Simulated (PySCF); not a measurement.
## Fractional electron number in N⁺ (nitrogen, charge +1)

The 2p alpha orbital of [He] 2s2 2p2 is emptied in steps (occupation f), with all orbitals relaxed, ending at [He] 2s2 2p1. Calculation: PySCF 2.14, in aug-cc-pVDZ (4s3p2d, 23 functions); the non-relativistic Hamiltonian (point nucleus). The exact energy is a straight line in f; departures are measured from the line between the end points of the same method.

| f | UHF (eV) | LDA (eV) | PBE (eV) | PBE0 (eV) | r2SCAN (eV) | LC-wPBE (eV) | BHandHLYP (eV) | wB97X (eV) | M06-2X (eV) |
| --- | --- | --- | --- | --- | --- | --- | --- | --- | --- |
| 1 | 0.000 | 0.000 | 0.000 | 0.000 | 0.000 | 0.000 | 0.000 | 0.000 | 0.000 |
| 0.8 | 0.176 | -1.298 | -1.270 | -0.913 | -1.173 | -0.456 | -0.560 | -0.483 | -0.613 |
| 0.6 | 0.257 | -1.959 | -1.911 | -1.371 | -1.751 | -0.683 | -0.840 | -0.722 | -0.935 |
| 0.4 | 0.250 | -1.968 | -1.912 | -1.369 | -1.735 | -0.679 | -0.838 | -0.714 | -0.951 |
| 0.2 | 0.163 | -1.315 | -1.272 | -0.909 | -1.139 | -0.447 | -0.557 | -0.464 | -0.634 |
| 0 | 0.000 | 0.000 | 0.000 | 0.000 | 0.000 | 0.000 | 0.000 | 0.000 | 0.000 |

```
   method  E(f=0) − E(f=1) (eV)  −ε at f=1 (eV)  −ε at f=0.4 (eV)
      UHF                29.225          30.352            28.985
      LDA                30.087          22.028            31.690
      PBE                29.961          22.058            31.560
     PBE0                29.959          24.265            31.116
   r2SCAN                30.171          22.819            31.721
  LC-wPBE                30.149          27.311            30.745
BHandHLYP                29.893          26.394            30.605
    wB97X                29.765          26.750            30.420
   M06-2X                29.767          25.987            30.500
```

Orbital energy along the path (eV):

```
  f      UHF      LDA      PBE     PBE0   r2SCAN  LC-wPBE  BHandHLYP    wB97X   M06-2X
  1  -30.352  -22.028  -22.058  -24.265  -22.819  -27.311    -26.394  -26.750  -25.987
0.8  -29.860  -25.177  -25.174  -26.528  -25.792  -28.436    -27.790  -27.956  -27.421
0.6  -29.406  -28.403  -28.351  -28.817  -28.772  -29.589    -29.198  -29.188  -28.902
0.4  -28.985  -31.690  -31.560  -31.116  -31.721  -30.745    -30.605  -30.420  -30.500
0.2  -28.594  -35.008  -34.758  -33.394  -34.545  -31.864    -31.995  -31.584  -32.203
  0  -28.231  -38.309  -37.859  -35.598  -37.148  -32.880    -33.349  -32.533  -33.553
```

Reference removal energy between the ground levels: 29.601 eV (semi-empirical (NIST evaluation); NIST Atomic Spectra Database, ionization energies). The calculation has no spin-orbit coupling. UHF lacks correlation.
